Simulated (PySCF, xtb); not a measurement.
quinoxaline (C8H6N2), SMILES c1ccc2nccnc2c1.

xtb 6.7.1 with GFN2-xTB at its own geometry gives an orbital gap of 1.60 eV and a dipole moment of 0.76 D.

Geometry: B3LYP-D3(BJ)/def2-SVP.

Problem. What does PBE/def2-SVP run with PySCF give? (The exact figures need the calculation; the answer reports its results.)

Solution. gap 2.69 eV (levels -5.52 and -2.83 eV), dipole 0.64 D.
